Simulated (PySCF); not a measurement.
Calculation: PBE-D3(BJ)/def2-TZVP // r2SCAN-D4/def2-TZVP in PySCF. Gas-phase values, no solvent. 

Reference species (SMILES): `N[Si](F)(F)F` (neutral, multiplicity 1).

The dipole moment is 2.79 D.

Changed species: `F[Si](F)(F)B` (whole molecule; the reference has whole molecule).

What does the change do to the dipole moment?

the dipole moment drops by 0.87 D, to 1.92 D.
